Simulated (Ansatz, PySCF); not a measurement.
Gas-phase reaction R1 + R2 → P1 + P2, each structure at its B3LYP-D3(BJ)/def2-TZVP stationary point, reached from a drawn start (curvature not checked).
R1, H2O (SMILES O) (charge 0, multiplicity 1):
```tsv
atom	x (Å)	y (Å)	z (Å)
O	0.0000	0.0000	0.3896
H	0.0000	0.7650	-0.1949
H	0.0000	-0.7650	-0.1949
```
R2: H5NSi (SMILES N[SiH3]), charge 0, multiplicity 1.
P1: H4OSi (SMILES O[SiH3]), charge 0, multiplicity 1.
P2, NH3 (SMILES N) (charge 0, multiplicity 1):
```tsv
atom	x (Å)	y (Å)	z (Å)
N	0.0000	0.0000	0.2791
H	0.0000	0.9428	-0.0931
H	0.8165	-0.4714	-0.0931
H	-0.8165	-0.4714	-0.0931
```

P less R. No zero-point or thermal terms.

Cores are frozen in the correlated methods.

Run with Ansatz (Gaussian basis) for Hartree–Fock, density functionals and correlated methods; PySCF for the D3/D4 terms. Each number belongs to the level named beside it.

**Question.** Give the reaction energy at the level SVWN5/def2-TZVPP.

**Answer.** -8.9 kcal/mol

**Question.** What reaction energy does CCSD/cc-pV(D+d)Z give?

**Answer.** -9.8 kcal/mol

**Question.** Predict the reaction energy from revPBE-D3(BJ)/def2-TZVPP.

**Answer.** -9.2 kcal/mol

Ansatz is a first-principles code.
